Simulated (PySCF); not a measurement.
## Vibration and rotation of TeH

UHF-CCSD(T) constants of TeH, ²Π (doublet), unpaired electrons π ↑ (Te x2c-TZVPPall, H x2c-TZVPPall; spin-free X2C with a Gaussian nucleus (PySCF 2.14); masses 129.9062 and 1.0078 u):

- ωe: 2148.0 cm⁻¹
- ωexe: 36.7 cm⁻¹
- Be: 6.1793 cm⁻¹
- αe: 0.162 cm⁻¹
- De to Te + H: 2.91 eV

What force constant and bond length do these constants imply?

Reduced mass μred = 1.0001 u; k = 5.8918×10⁻⁷·μred·ωe² (u, cm⁻¹, mdyn/Å) = 2.72 mdyn/Å; Re = √(16.8576/(μred·Be)) (u, cm⁻¹, Å) = 1.652 Å.

Estimate the centrifugal constant D from the Kratzer relation and find the Dunham coefficient a1.

D = 4Be³/ωe² = 0.000205 cm⁻¹; a1 = −1 − αeωe/(6Be²) = -2.52.

Correlated steps freeze 18 core orbitals. These are scalar-relativistic numbers at best; spin–orbit coupling would shift them, the dissociation energy most. The state is the lowest determinant that a PBE0 search found; another state may lie lower at other levels.
